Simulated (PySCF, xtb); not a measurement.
B(Cl)(Br)(NH2) (BBrClH2N), SMILES NB(Cl)Br. Other conformers were not sampled.

Harmonic wavenumbers (cm⁻¹) from GFN2-xTB (xtb) at its own minimum, in rising order: 201, 274, 392, 459, 519, 620, 661, 954, 1321, 1508, 3483, 3521.

Question: What does PBE0-D3(BJ)/def2-SVP in PySCF give at its own minimum? (The exact figures need the calculation; the answer reports its results.)

Answer: 217, 295, 449, 497, 543, 572, 762, 1063, 1371, 1587, 3632, 3747. Paired by order, the mean absolute difference is 77 cm⁻¹ and the zero-point energies are 19.9 and 21.1 kcal/mol.
